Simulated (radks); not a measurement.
The mean radii <r> (bohr) of the occupied orbitals of an atom or ion are listed with their occupations. All-electron calculation, scalar-relativistic Kohn-Sham, PBEsol, spin-polarised, spherical densities, finite nucleus; Fermi nuclear charge, rms radius of each element as measured or else 0.836 A^(1/3) + 0.57 fm. Program: a radial shooting solver on a logarithmic mesh with Libxc functionals.

| orbital | occ. | <r> |
|---|---|---|
| 1s up | 1 | 0.04552 |
| 1s down | 1 | 0.04552 |
| 2s up | 1 | 0.2029 |
| 2s down | 1 | 0.2029 |
| 2p up | 3 | 0.1773 |
| 2p down | 3 | 0.1773 |
| 3s up | 1 | 0.5984 |
| 3s down | 1 | 0.5980 |
| 3p up | 3 | 0.6167 |
| 3p down | 3 | 0.6157 |
| 3d up | 5 | 0.6689 |
| 3d down | 5 | 0.6644 |
| 4s up | 1 | 1.670 |

Name the element and its charge. Open shells, if any, are filled with parallel spins first.

Answer. Z = 33, arsenic, charge +4: As4+ in [Ar] 3d10 4s1. The 1s radius gives Z: for a bare nucleus <r> = (2 gamma + 1)/(2Z) with gamma = sqrt(1 - (Z/c)^2), 0.04456 bohr for Z = 33, and screening makes it slightly larger (0.04552 here). The occupations add up to 29, and the charge is Z minus that.
